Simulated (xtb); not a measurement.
xtb input (GFN2-xTB):

```bash
xtb mol.xyz --gfn 2 --ohess tight --chrg 1 --uhf 0
```
mol.xyz:
```
11

C     -1.59797156    -0.38730009     0.50878022
N     -0.54832289     0.62215747     0.18460207
Si     1.10569494    -0.17306761    -0.32422292
H     -1.26213150    -0.95251196     1.27671661
H     -1.73021587    -0.97100053    -0.39895482
H     -2.54080025     0.11787732     0.76696032
H     -0.89460273     1.22155317    -0.61041918
H     -0.36029104     1.24592073     0.93816563
H      1.99445667     1.02401137    -0.57535556
H      0.77472779    -0.90795641    -1.52987681
H      1.50385593    -0.90576245     0.88906079
```

Output:

```
           -------------------------------------------------
          |                Calculation Setup                |
           -------------------------------------------------

           -------------------------------------------------
          |                 G F N 2 - x T B                 |
           -------------------------------------------------

        Reference                      10.1021/acs.jctc.8b01176
      * Hamiltonian:
        H0-scaling (s, p, d)           1.850000    2.230000    2.230000
        zeta-weighting                 0.500000
      * Dispersion:
        s8                             2.700000
        a1                             0.520000
        a2                             5.000000
        s9                             5.000000
      * Repulsion:
        kExp                           1.500000    1.000000
        rExp                           1.000000
      * Coulomb:
        alpha                          2.000000
        third order                    shell-resolved
        anisotropic                    true
        a3                             3.000000
        a5                             4.000000
        cn-shift                       1.200000
        cn-exp                         4.000000
        max-rad                        5.000000

          ...................................................
          :                      SETUP                      :
          :.................................................:
          :  # basis functions                  26          :
          :  # atomic orbitals                  25          :
          :  # shells                           15          :
          :  # electrons                        20          :
          :  max. iterations                   250          :
          :  Hamiltonian                  GFN2-xTB          :
          :  restarted?                      false          :
          :  GBSA solvation                  false          :
          :  PC potential                    false          :
          :  electronic temp.          300.0000000     K    :
          :  accuracy                    1.0000000          :
          :  -> integral cutoff          0.2500000E+02      :
          :  -> integral neglect         0.1000000E-07      :
          :  -> SCF convergence          0.1000000E-05 Eh   :
          :  -> wf. convergence          0.1000000E-03 e    :
          :  Broyden damping             0.4000000          :
          :  net charge                          1          :
          :  unpaired electrons                  0          :
          ...................................................

 iter      E             dE          RMSdq      gap      omega  full diag
   1    -10.4928166 -0.104928E+02  0.604E+00    6.58       0.0  T
   2    -10.5845726 -0.917560E-01  0.474E+00    5.60       1.0  T
   3    -10.5877925 -0.321993E-02  0.331E+00    5.53       1.0  T
   4    -10.5885649 -0.772433E-03  0.764E-01    5.63       1.0  T
   5    -10.5887240 -0.159114E-03  0.252E-01    5.70       1.0  T
   6    -10.5887684 -0.443560E-04  0.986E-02    5.68       1.0  T
[...]
     2   7 N        8   1 H                                       1.0227134 (min)
     3  14 Si       9   1 H                                       1.4560899
     3  14 Si      10   1 H                                       1.4560318
     3  14 Si      11   1 H                                       1.4560167

 * 4 distinct bonds (by element types)

   Z      Z             #   av. dist./Å        max./Å        min./Å
   1 H    6 C           3     1.0875970     1.0887392     1.0869804
   1 H    7 N           2     1.0229313     1.0231491     1.0227134
   6 C    7 N           1     1.4767256     1.4767256     1.4767256
   1 H   14 Si          3     1.4560461     1.4560899     1.4560167

           -------------------------------------------------
          |               Frequency Printout                |
           -------------------------------------------------
 projected vibrational frequencies (cm⁻¹)
eigval :       -0.00    -0.00     0.00     0.00     0.00     0.00
eigval :      118.90   217.66   244.96   472.41   519.37   551.16
eigval :      690.35   721.34   728.16   776.56   968.12  1046.35
eigval :     1055.86  1230.29  1253.53  1419.44  1462.28  1464.76
eigval :     1476.00  2346.30  2363.04  2363.63  3045.23  3064.54
eigval :     3065.61  3280.42  3290.66
 reduced masses (amu)
   1: 14.01   2: 13.78   3: 10.99   4: 15.62   5: 18.90   6: 17.30   7:  1.98   8:  2.77
   9: 12.73  10: 15.74  11:  1.98  12:  4.32  13:  2.44  14:  2.21  15:  3.75  16:  2.43
  17:  1.50  18: 11.26  19:  2.94  20:  3.82  21:  4.20  22:  2.50  23:  1.55  24:  1.49
  25:  1.83  26:  1.11  27:  2.25  28:  2.25  29:  1.80  30:  1.87  31:  1.54  32:  2.04
  33:  1.59
 IR intensities (km·mol⁻¹)
   1: 17.81   2:  8.42   3:  1.23   4: 16.28   5:  8.52   6:  0.32   7:  1.00   8:  1.05
   9:  4.93  10: 81.15  11: 14.68  12: 50.39  13:  0.04  14:163.08  15:272.54  16:170.02
  17:  0.24  18: 24.52  19: 67.60  20:  1.58  21:103.78  22: 17.86  23: 29.71  24: 25.24
  25: 58.64  26:  6.25  27:199.31  28:208.73  29:  0.86  30:  0.66  31:  1.27  32: 32.34
  33: 40.36
 Raman intensities (Ä⁴*amu⁻¹)
   1:  0.00   2:  0.00   3:  0.00   4:  0.00   5:  0.00   6:  0.00   7:  0.00   8:  0.00
   9:  0.00  10:  0.00  11:  0.00  12:  0.00  13:  0.00  14:  0.00  15:  0.00  16:  0.00
  17:  0.00  18:  0.00  19:  0.00  20:  0.00  21:  0.00  22:  0.00  23:  0.00  24:  0.00
  25:  0.00  26:  0.00  27:  0.00  28:  0.00  29:  0.00  30:  0.00  31:  0.00  32:  0.00
  33:  0.00
 output can be read by thermo (or use thermo option).
 writing <g98.out> molden fake output.
 recommended (thermochemical) frequency scaling factor: 1.0
           -------------------------------------------------
          |             Thermodynamic Functions             |
           -------------------------------------------------

cs  symmetry found (for desy threshold:  0.10E+00) used in thermo

          ...................................................
          :                      SETUP                      :
          :.................................................:
          :  # frequencies                          27      :
Note: The following floating-point exceptions are signalling: IEEE_UNDERFLOW_FLAG IEEE_DENORMAL
normal termination of xtb
          :  # imaginary freq.                       0      :
          :  linear?                             false      :
          :  only rotor calc.                    false      :
          :  symmetry                               cs      :
          :  rotational number                       1      :
          :  scaling factor                  1.0000000      :
          :  rotor cutoff                   50.0000000 cm⁻¹ :
          :  imag. cutoff                  -20.0000000 cm⁻¹ :
          :.................................................:

    mode    ω/cm⁻¹     T·S(HO)/kcal·mol⁻¹    T·S(FR)/kcal·mol⁻¹   T·S(vib)
   ------------------------------------------------------------------------
       1    118.90    -0.92970 ( 96.97%)    -0.79941 (  3.03%)    -0.92575
       2    217.66    -0.58988 ( 99.72%)    -0.62051 (  0.28%)    -0.58996
       3    244.96    -0.52670 ( 99.83%)    -0.58554 (  0.17%)    -0.52680
   ------------------------------------------------------------------------

   temp. (K)  partition function   enthalpy   heat capacity  entropy
                                   cal/mol     cal/K/mol   cal/K/mol   J/K/mol
 298.15  VIB   7.72                 1840.811     14.027     10.222
         ROT  0.383E+05              888.752      2.981     23.952
         INT  0.295E+06             2729.564     17.007     34.174
         TR   0.474E+27             1481.254      4.968     38.284
         TOT                        4210.8175    21.9756    72.4577   303.1631

       T/K    H(0)-H(T)+PV         H(T)/Eh          T*S/Eh         G(T)/Eh
   ------------------------------------------------------------------------
    298.15    0.671036E-02    0.960987E-01    0.344270E-01    0.616717E-01
   ------------------------------------------------------------------------

         :::::::::::::::::::::::::::::::::::::::::::::::::::::
         ::                  THERMODYNAMIC                  ::
         :::::::::::::::::::::::::::::::::::::::::::::::::::::
         :: total free energy         -10.400408391492 Eh   ::
         ::.................................................::
         :: total energy              -10.462080118500 Eh   ::
         :: zero point energy           0.089388368541 Eh   ::
         :: G(RRHO) w/o ZPVE           -0.027716641533 Eh   ::
         :: G(RRHO) contrib.            0.061671727009 Eh   ::
         :::::::::::::::::::::::::::::::::::::::::::::::::::::

optimized geometry written to: xtbopt.xyz

           -------------------------------------------------
          | TOTAL ENERGY              -10.462080118500 Eh   |
          | TOTAL ENTHALPY            -10.365981385089 Eh   |
          | TOTAL FREE ENERGY         -10.400408391492 Eh   |
          | GRADIENT NORM               0.000394076980 Eh/α |
          | HOMO-LUMO GAP               5.765890257607 eV   |
           -------------------------------------------------

------------------------------------------------------------------------
------------------------------------------------------------------------
 total:
 SCF:
 ANC optimizer:
 analytical hessian:
```

It need not be the lowest isomer of its formula.
